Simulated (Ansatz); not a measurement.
Two members of one family (InN nanocrystals, H-capped), computed with Ansatz in the gas phase; def2 core potentials for In, no spin–orbit coupling. The two geometries come from different levels. A negative affinity means that the extra electron isn't bound at that geometry and level; within about 0.2 eV of zero the sign isn't settled. Binding counts from free atoms in the multiplicity of their measured ground term, without zero-point energy. Sets without diffuse functions give affinities that are too small. A dash marks a value that wasn't run or was left out as unsound. The structures are stationary points that may keep the symmetry of their start. Remarks come from the PBE and PBE0 runs and from stability tests at other levels; not every state was tested. A HOMO above zero means that the electron is unbound at that level and held by the basis, or that self-interaction error raises the level; the energy of removing that electron tells which. HOMO above LUMO (over both spins in singlets and doublets, within one spin in higher multiplets; at PBE or PBE0), or a gap under 0.15 eV within one spin, warns that the state may not be the lowest or that an electron is smeared out.

First: In4N4H14, cut from wurtzite (singlet, charge 0, PBE-D4/def2-SVP geometry).

```xyz
22

In   -2.171   -0.072    1.188
N    -1.726   -1.194   -0.774
In    0.276    2.460   -0.011
N    -0.210    0.896    1.463
N     0.529    1.117   -1.866
In    0.246   -1.047   -1.711
In    1.445   -0.475    1.955
N     1.586   -1.576   -0.064
H    -3.362    1.096    0.666
H    -2.365   -1.393    2.314
H    -2.442   -0.895   -1.454
H    -1.942   -2.187   -0.602
H    -1.153    3.374   -0.428
H     1.906    3.041    0.231
H    -0.336    1.433    2.341
H    -0.107    1.487   -2.588
H     1.471    1.306   -2.239
H     0.458   -1.951   -3.186
H     0.890   -1.748    3.014
H     2.963    0.391    1.994
H     1.484   -2.581    0.141
H     2.563   -1.482   -0.383
```

| level | HOMO (eV) | LUMO (eV) | gap (eV) | vertical EA (eV) | vertical triplet (eV) | binding per atom (eV) |
| --- | --- | --- | --- | --- | --- | --- |
| PBE-D4/def2-SVP | -5.88 | -1.58 | 4.29 | – | – | 2.85 |
| PBE-D4/def2-TZVP | -5.95 | -1.82 | 4.13 | 0.24 | 4.44 | 2.85 |
| r2SCAN-D4/def2-TZVP | -6.19 | -1.48 | 4.72 | – | – | 2.82 |
| PBE0-D4/def2-SVP | -7.05 | -0.74 | 6.31 | – | – | 2.80 |
| PBE0-D4/def2-TZVP | -7.11 | -1.01 | 6.10 | -0.06 | 4.99 | 2.81 |

Remarks: HOMO above zero (-1 doublet), gap within one spin near zero at PBE or PBE0 (triplet).

Second: In4N4H16, cut from zinc blende, disc (singlet, charge 0, r2SCAN-D4/def2-SVP geometry).

```xyz
24

N     1.547   -1.275   -0.790
N    -0.949   -0.515    1.871
N    -1.587   -0.088   -1.466
N     0.982    1.876    0.384
In   -0.031   -1.416   -2.366
In   -2.648   -0.636    0.424
In    2.656    0.629   -0.417
In    0.040    1.429    2.360
H     2.269   -1.939   -1.091
H     1.214   -1.679    0.090
H    -1.352   -0.826    2.763
H    -0.250   -1.237    1.672
H    -2.332   -0.056   -2.171
H    -1.263    0.882   -1.431
H     0.267    2.022   -0.333
H     1.390    2.811    0.499
H    -0.702   -3.005   -2.258
H     0.626   -0.564   -3.718
H    -3.024   -2.312    0.241
H    -3.659    0.704    0.832
H     3.683    0.348    0.943
H     3.020    1.237   -1.993
H     1.368    1.064    3.404
H    -1.265    2.545    2.552
```

Problem. What does the change do? Estimate second minus first.

Solution. 
| level | Δ HOMO (eV) | Δ LUMO (eV) | Δ gap (eV) | Δ vertical EA (eV) | Δ vertical triplet (eV) | Δ binding per atom (eV) |
| --- | --- | --- | --- | --- | --- | --- |
| PBE-D4/def2-SVP | -0.50 | 0.12 | 0.62 | – | – | -0.04 |
| PBE-D4/def2-TZVP | -0.50 | 0.13 | 0.62 | 0.08 | 0.35 | -0.04 |
| r2SCAN-D4/def2-TZVP | -0.54 | 0.21 | 0.75 | – | – | -0.03 |
| PBE0-D4/def2-SVP | -0.51 | 0.01 | 0.52 | – | – | -0.03 |
| PBE0-D4/def2-TZVP | -0.50 | 0.01 | 0.51 | 0.11 | 0.63 | -0.03 |

Remarks: HOMO above zero (-1 doublet), gap within one spin near zero at PBE or PBE0 (triplet).
